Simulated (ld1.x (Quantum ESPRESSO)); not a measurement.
**Building the TM semilocal potential for V (Z = 23) (BLYP, scalar-relativistic).**

Input for ld1.x (Quantum ESPRESSO) 7.5:

```
&input
   title='V', zed=23., rel=1, dft='BLYP', iswitch=3,
   config='[Ar] 3d3 4s2 4p0',
   nld=3, rlderiv=2.90, eminld=-5.0, emaxld=5.0, deld=0.02
 /
 &inputp
   pseudotype=1, tm=.true., lloc=1,
   nlcc=.true., rcore=1.10,
   file_pseudopw='V.pp', file_wfcaegen='ae.wfc', file_wfcncgen='nc.wfc'
 /
3
4S  1  0   2.00   0.00  2.65  2.65  0.0
3D  3  2   3.00   0.00  1.50  1.50  0.0
3P  2  1   6.00   0.00  1.15  1.15  0.0
 &test
   configts(1)='3p6 3d3 4s2 4p0'
 /
```

Command:

```bash
ld1.x < V.in > V.out
```

Resulting log (shortened: banner, matrices, multipoles, cross overlaps and the repeated all-electron block are left out):

```
Program LD1 v.7.5
     --------------------------- All-electron run ----------------------------

     V
     scalar relativistic calculation

     atomic number is 23.00
     dft =BLYP   lsd =0 sic =0 latt =0  beta=0.20 tr2=1.0E-14
     Exchange-correlation= BLYP
                           (   1   3   1   3   0   0   0)
     mesh =1181 r(mesh) = 100.93793 a.u. xmin = -7.00 dx = 0.01250
     1 Ry =  13.60569312 eV, c = 137.03599908

     n l     nl                  e(Ry)          e(Ha)          e(eV)
     1 0     1S 1( 2.00)      -394.4435      -197.2217     -5366.6769
     2 0     2S 1( 2.00)       -44.2899       -22.1450      -602.5953
     2 1     2P 1( 6.00)       -36.9936       -18.4968      -503.3231
     3 0     3S 1( 2.00)        -5.1404        -2.5702       -69.9387
     3 1     3P 1( 6.00)        -3.2207        -1.6103       -43.8197
     3 2     3D 1( 3.00)        -0.3710        -0.1855        -5.0472
     4 0     4S 1( 2.00)        -0.3371        -0.1686        -4.5868
     4 1     4P 1( 0.00)        -0.0982        -0.0491        -1.3365

     final scf error:  7.2E-15 reached in  27 iterations

     Etot =   -1898.578884 Ry,    -949.289442 Ha,  -25831.481662 eV

     Ekin =    1916.281509 Ry,     958.140754 Ha,   26072.338142 eV
     Encl =   -4518.281879 Ry,   -2259.140940 Ha,  -61474.356690 eV
     Eh   =     794.219850 Ry,     397.109925 Ha,   10805.911558 eV
     Exc  =     -90.798364 Ry,     -45.399182 Ha,   -1235.374672 eV

     normalization and overlap integrals

     s(1S/1S) =  1.000000  <r> =   0.0664  <r2> =    0.0059  r(max) =   0.0435
     s(2S/2S) =  1.000000  <r> =   0.3083  <r2> =    0.1124  r(max) =   0.2565
     s(2P/2P) =  1.000000  <r> =   0.2741  <r2> =    0.0926  r(max) =   0.2074
     s(3S/3S) =  1.000000  <r> =   0.9485  <r2> =    1.0388  r(max) =   0.8204
     s(3P/3P) =  1.000000  <r> =   1.0169  <r2> =    1.2205  r(max) =   0.8411
     s(3D/3D) =  1.000000  <r> =   1.4502  <r2> =    2.8588  r(max) =   0.8843
     s(4S/4S) =  1.000000  <r> =   3.3472  <r2> =   13.0019  r(max) =   2.7237
     s(4P/4P) =  1.000000  <r> =   4.8360  <r2> =   27.9833  r(max) =   3.6767

     ------------------------ End of All-electron run ------------------------

     --------------------- Generating NC pseudopotential ---------------------

      Generating local pot.: lloc=1, matching radius rcloc =   1.1500

      Computing core charge for nlcc:

       r > 1.11 : true rho core
       r < 1.11 : rho core = a sin(br)/r    a=   2.76  b=   2.28

      Integrated core pseudo-charge :   1.98

      Wfc   4S  rcut= 2.623  Using Troullier-Martins method

      Wfc   3D  rcut= 1.514  Using Troullier-Martins method

     ------------------- End of pseudopotential generation -------------------

     Computing logarithmic derivative in   2.91764
     Computing logarithmic derivative in   2.91764
     Computing the partial wave expansion
     R is outside the sphere for l=    0 j= 0.00
       no projector for channel:   1
     R is outside the sphere for l=    2 j= 0.00

     ---------------------- Testing the pseudopotential ----------------------

     V
     scalar relativistic calculation

     atomic number is 23.00   valence charge is 11.00
     dft =BLYP   lsd =0 sic =0 latt =0  beta=0.20 tr2=1.0E-14
     mesh =1181 r(mesh) = 100.93793 xmin = -7.00 dx = 0.01250

     n l     nl             e AE (Ry)        e PS (Ry)    De AE-PS (Ry)
     2 1     3P   1( 6.00)       -3.22069       -3.22073        0.00004
     3 2     3D   1( 3.00)       -0.37096       -0.37096        0.00000
     1 0     4S   1( 2.00)       -0.33713       -0.33713        0.00000
     3 1     4P   1( 0.00)       -0.09823       -0.09878        0.00055

     eps = 9.9E-15  iter = 22

     Etot =   -1898.578884 Ry,    -949.289442 Ha,  -25831.481662 eV
     Etotps =   -97.878888 Ry,     -48.939444 Ha,   -1331.710117 eV

     Ekin =      57.121086 Ry,      28.560543 Ha,     777.171971 eV
     Encl =    -210.812649 Ry,    -105.406325 Ha,   -2868.252211 eV
     Ehrt =      77.625689 Ry,      38.812844 Ha,    1056.151301 eV
     Ecxc =     -16.374094 Ry,      -8.187047 Ha,    -222.780895 eV
     (Ecc =      -1.937509 Ry,      -0.968754 Ha,     -26.361152 eV)
     Epseu=      -5.438921 Ry,      -2.719460 Ha,     -74.000283 eV

     ---------------------- End of pseudopotential test ----------------------
```

Generation and configuration tests took about 1.1 s on one core of a shared server CPU.
